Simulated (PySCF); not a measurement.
C$_{2}$H$_{3}$ (SMILES [CH]=C), doublet (typed; the unrestricted solution is spin-contaminated), at a GFN2-xTB geometry; CCSD(T)/6-31G* in PySCF.

Input for PySCF:
```python
from pyscf import gto, scf, cc

mol = gto.Mole()
mol.atom = '''
    C     0.05254389   -0.57433481   -0.01733787
    C     0.03699099    0.71273635    0.02197531
    H    -0.84387122   -1.20149708   -0.04055811
    H     0.97465882   -1.13961553   -0.03048968
    H    -0.66799688    1.51070337    0.04322315
'''
mol.basis = '6-31g*'
mol.spin = 1
mol.verbose = 4
mol.build()

mf = scf.UHF(mol)
mf.kernel()

mycc = cc.CCSD(mf, frozen=2)
mycc.kernel()
et = mycc.ccsd_t()
print('E(CCSD(T)) = %.10f' % (mycc.e_tot + et))
mf.analyze()
```

It wrote (shortened):

```
PySCF version 2.14.0

[INPUT] verbose = 4
[INPUT] num. atoms = 5
[INPUT] num. electrons = 15
[INPUT] charge = 0
[INPUT] spin (= nelec alpha-beta = 2S) = 1
[INPUT] symmetry False subgroup None
[INPUT] Mole.unit = angstrom
[INPUT] Symbol           X                Y                Z      unit          X                Y                Z       unit  Magmom
[INPUT]  1 C      0.052543890000  -0.574334810000  -0.017337870000 AA    0.099293561619  -1.085335494704  -0.032763825883 Bohr   0.0
[INPUT]  2 C      0.036990990000   0.712736350000   0.021975310000 AA    0.069902840177   1.346876500522   0.041527317402 Bohr   0.0
[INPUT]  3 H     -0.843871220000  -1.201497080000  -0.040558110000 AA   -1.594685490203  -2.270500420665  -0.076643720030 Bohr   0.0
[INPUT]  4 H      0.974658820000  -1.139615530000  -0.030489680000 AA    1.841838234692  -2.153561239001  -0.057617144826 Bohr   0.0
[INPUT]  5 H     -0.667996880000   1.510703370000   0.043223150000 AA   -1.262331155264   2.854815624757   0.081679915741 Bohr   0.0

nuclear repulsion = 28.7402702288339
number of shells = 18
number of NR pGTOs = 66
number of NR cGTOs = 34
basis = 6-31g*
ecp = {}

******** <class 'pyscf.scf.uhf.UHF'> ********
method = UHF
initial guess = minao
damping factor = 0
level_shift factor = 0
DIIS = <class 'pyscf.scf.diis.CDIIS'>
diis_start_cycle = 1
diis_space = 8
diis_damp = 0
SCF conv_tol = 1e-09
SCF conv_tol_grad = None
SCF max_cycles = 50
direct_scf = True
direct_scf_tol = 1e-13
number electrons alpha = 8  beta = 7
Set gradient conv threshold to 3.16228e-05
init E= -77.5075876733388

cycle= 1 E= -77.3451515268266  delta_E= 0.162  |g|= 0.185  |ddm|= 1.37
cycle= 2 E= -77.3770746666555  delta_E= -0.0319  |g|= 0.0628  |ddm|= 0.245
cycle= 3 E= -77.3827957669995  delta_E= -0.00572  |g|= 0.0222  |ddm|= 0.12
cycle= 4 E= -77.3839593487602  delta_E= -0.00116  |g|= 0.0148  |ddm|= 0.0439
cycle= 5 E= -77.3847296023813  delta_E= -0.00077  |g|= 0.0126  |ddm|= 0.0332
cycle= 6 E= -77.3854961528986  delta_E= -0.000767  |g|= 0.0113  |ddm|= 0.036
cycle= 7 E= -77.386890438085  delta_E= -0.00139  |g|= 0.00824  |ddm|= 0.0799
cycle= 8 E= -77.3877493241845  delta_E= -0.000859  |g|= 0.00298  |ddm|= 0.108
cycle= 9 E= -77.3877349361736  delta_E= 1.44e-05  |g|= 0.00188  |ddm|= 0.015
cycle= 10 E= -77.3877619788636  delta_E= -2.7e-05  |g|= 0.000582  |ddm|= 0.0209
cycle= 11 E= -77.3877610870941  delta_E= 8.92e-07  |g|= 0.000495  |ddm|= 0.00731
cycle= 12 E= -77.3877630004421  delta_E= -1.91e-06  |g|= 8.83e-05  |ddm|= 0.00578
cycle= 13 E= -77.3877630525605  delta_E= -5.21e-08  |g|= 2.09e-05  |ddm|= 0.000811
cycle= 14 E= -77.3877630533455  delta_E= -7.85e-10  |g|= 7.23e-06  |ddm|= 6.91e-05
Extra cycle  E= -77.387763053407  delta_E= -6.15e-11  |g|= 4.18e-06  |ddm|= 9.42e-06
converged SCF energy = -77.387763053407  <S^2> = 0.93735478  2S+1 = 2.1793162

******** <class 'pyscf.cc.uccsd.UCCSD'> ********
CC2 = 0
CCSD nocc = (np.int64(6), np.int64(5)), nmo = (32, 32)
frozen orbitals 2
max_cycle = 50
direct = 0
conv_tol = 1e-07
conv_tol_normt = 1e-06
diis_space = 6
diis_start_cycle = 0
diis_start_energy_diff = 1e+09
Init t2, MP2 energy = -0.213072153611786
Init E_corr(UCCSD) = -0.21307215362655
cycle = 1  E_corr(UCCSD) = -0.231729674951832  dE = -0.0186575213  norm(t1,t2) = 0.0753974
cycle = 2  E_corr(UCCSD) = -0.239532911034628  dE = -0.00780323608  norm(t1,t2) = 0.0397087
cycle = 3  E_corr(UCCSD) = -0.24711678209871  dE = -0.00758387106  norm(t1,t2) = 0.0296204
cycle = 4  E_corr(UCCSD) = -0.248462898067464  dE = -0.00134611597  norm(t1,t2) = 0.0122867
cycle = 5  E_corr(UCCSD) = -0.248268994566016  dE = 0.000193903501  norm(t1,t2) = 0.00552139
cycle = 6  E_corr(UCCSD) = -0.248454589979447  dE = -0.000185595413  norm(t1,t2) = 0.00188805
cycle = 7  E_corr(UCCSD) = -0.248455445143632  dE = -8.55164185e-07  norm(t1,t2) = 0.000808827
cycle = 8  E_corr(UCCSD) = -0.248469088438079  dE = -1.36432944e-05  norm(t1,t2) = 0.000438389
cycle = 9  E_corr(UCCSD) = -0.248474284015516  dE = -5.19557744e-06  norm(t1,t2) = 0.000171605
cycle = 10  E_corr(UCCSD) = -0.248475802867137  dE = -1.51885162e-06  norm(t1,t2) = 5.27438e-05
cycle = 11  E_corr(UCCSD) = -0.24847476805355  dE = 1.03481359e-06  norm(t1,t2) = 1.89296e-05
cycle = 12  E_corr(UCCSD) = -0.248473837050896  dE = 9.31002654e-07  norm(t1,t2) = 7.91457e-06
cycle = 13  E_corr(UCCSD) = -0.248473592522374  dE = 2.44528523e-07  norm(t1,t2) = 3.38537e-06
cycle = 14  E_corr(UCCSD) = -0.248473682073913  dE = -8.95515395e-08  norm(t1,t2) = 1.60864e-06
cycle = 15  E_corr(UCCSD) = -0.248473754450797  dE = -7.2376884e-08  norm(t1,t2) = 4.94258e-07
UCCSD converged
E(UCCSD) = -77.63623680785781  E_corr = -0.2484737544507971
UCCSD(T) correction = -0.00799927201039807
E(CCSD(T)) = -77.6442360799
**** SCF Summaries ****
Total Energy =                         -77.387763053407014
Nuclear Repulsion Energy =              28.740270228833850
One-electron Energy =                 -160.149992222588821
Two-electron Energy =                   54.021958940347965
Two-electron Coulomb Energy =           65.458808931574396
DFT Exchange-Correlation Energy =      -11.436849991226431
**** MO energy ****
                             alpha | beta                alpha | beta
MO #1   energy= -11.2481181184467  | -11.2306421974743  occ= 1 | 1
MO #2   energy= -11.2171855790306  | -11.2127314920283  occ= 1 | 1
MO #3   energy= -1.04914685271309  | -1.01619067119536  occ= 1 | 1
MO #4   energy= -0.787361782541618 | -0.738707323052892 occ= 1 | 1
MO #5   energy= -0.634867159228624 | -0.613939732114186 occ= 1 | 1
MO #6   energy= -0.598190838359684 | -0.564835452652685 occ= 1 | 1
MO #7   energy= -0.4074527468726   | -0.394191117473792 occ= 1 | 1
MO #8   energy= -0.392498423379731 | 0.143313826992231  occ= 1 | 0
MO #9   energy= 0.192220091090131  | 0.215508658044992  occ= 0 | 0
MO #10  energy= 0.278465826360672  | 0.281522345060323  occ= 0 | 0
MO #11  energy= 0.285673933307367  | 0.301961063175709  occ= 0 | 0
MO #12  energy= 0.352812461622571  | 0.363300975703392  occ= 0 | 0
MO #13  energy= 0.506299198326949  | 0.527627901982481  occ= 0 | 0
MO #14  energy= 0.662218699618641  | 0.689655923706387  occ= 0 | 0
MO #15  energy= 0.751630426368685  | 0.757322631887389  occ= 0 | 0
MO #16  energy= 0.772420798573415  | 0.79562949233648   occ= 0 | 0

To work with the spin densities directly, `use mulliken_meta_spin()` only printing them here.

 ** Mulliken spin pop alpha/beta on meta-lowdin orthogonal AOs **
 ** Mulliken Spin Density (per AO)  **
spin_pop of  0 C 1s        0.00000
spin_pop of  0 C 2s       -0.05071
spin_pop of  0 C 3s        0.00106
spin_pop of  0 C 2px      -0.05251
spin_pop of  0 C 2py      -0.04351
spin_pop of  0 C 2pz      -0.41312
spin_pop of  0 C 3px       0.00078
spin_pop of  0 C 3py       0.00069
spin_pop of  0 C 3pz      -0.00242
spin_pop of  0 C 3dxy      0.00073
spin_pop of  0 C 3dyz      0.00039
spin_pop of  0 C 3dz^2     0.00095
spin_pop of  0 C 3dxz      0.00000
spin_pop of  0 C 3dx2-y2   -0.00008
spin_pop of  1 C 1s       -0.00000
spin_pop of  1 C 2s        0.17537
spin_pop of  1 C 3s        0.00154
spin_pop of  1 C 2px       0.70316
spin_pop of  1 C 2py       0.14887
spin_pop of  1 C 2pz       0.41459
spin_pop of  1 C 3px       0.00230
spin_pop of  1 C 3py       0.00012
spin_pop of  1 C 3pz       0.00134
spin_pop of  1 C 3dxy     -0.00079
spin_pop of  1 C 3dyz     -0.00055
spin_pop of  1 C 3dz^2     0.00007
spin_pop of  1 C 3dxz     -0.00004
spin_pop of  1 C 3dx2-y2   -0.00081
spin_pop of  2 H 1s        0.09191
spin_pop of  2 H 2s       -0.00005
spin_pop of  3 H 1s        0.05770
spin_pop of  3 H 2s        0.00008
spin_pop of  4 H 1s       -0.03739
spin_pop of  4 H 2s        0.00033
 ** Mulliken Spin Density (per atom)  **
spin density of  0 C =     -0.55774
spin density of  1 C =      1.44515
spin density of  2 H =      0.09187
spin density of  3 H =      0.05778
spin density of  4 H =     -0.03706
 ** Mulliken pop alpha/beta on meta-lowdin orthogonal AOs **
 ** Mulliken pop       alpha | beta **
pop of  0 C 1s        0.99999 | 0.99999
pop of  0 C 2s        0.46820 | 0.51891
pop of  0 C 3s        0.00320 | 0.00214
pop of  0 C 2px       0.52337 | 0.57588
pop of  0 C 2py       0.52036 | 0.56387
pop of  0 C 2pz       0.30205 | 0.71517
pop of  0 C 3px       0.00225 | 0.00147
pop of  0 C 3py       0.00527 | 0.00457
pop of  0 C 3pz       0.00020 | 0.00262
pop of  0 C 3dxy      0.00165 | 0.00092
pop of  0 C 3dyz      0.00097 | 0.00058
pop of  0 C 3dz^2     0.00169 | 0.00073
pop of  0 C 3dxz      0.00000 | 0.00000
pop of  0 C 3dx2-y2    0.00165 | 0.00173
pop of  1 C 1s        0.99999 | 0.99999
pop of  1 C 2s        0.62675 | 0.45137
pop of  1 C 3s        0.00472 | 0.00318
pop of  1 C 2px       0.82280 | 0.11964
pop of  1 C 2py       0.61952 | 0.47065
pop of  1 C 2pz       0.69496 | 0.28037
pop of  1 C 3px       0.00384 | 0.00154
pop of  1 C 3py       0.00519 | 0.00507
pop of  1 C 3pz       0.00144 | 0.00010
pop of  1 C 3dxy      0.00095 | 0.00174
pop of  1 C 3dyz      0.00057 | 0.00112
pop of  1 C 3dz^2     0.00069 | 0.00062
pop of  1 C 3dxz      0.00000 | 0.00004
pop of  1 C 3dx2-y2    0.00109 | 0.00191
pop of  2 H 1s        0.49008 | 0.39817
pop of  2 H 2s        0.00416 | 0.00420
pop of  3 H 1s        0.46894 | 0.41124
pop of  3 H 2s        0.00450 | 0.00442
pop of  4 H 1s        0.41361 | 0.45100
pop of  4 H 2s        0.00537 | 0.00504
In total             8.00000 | 7.00000
 ** Mulliken atomic charges   ( Nelec_alpha | Nelec_beta ) **
charge of  0C =     -0.21943  (     2.83085      3.38859 )
charge of  1C =     -0.11984  (     3.78250      2.33735 )
charge of  2H =      0.10339  (     0.49424      0.40237 )
charge of  3H =      0.11091  (     0.47344      0.41565 )
charge of  4H =      0.12497  (     0.41898      0.45605 )
Dipole moment(X, Y, Z, Debye): -0.51499, -0.17059, -0.00753
```
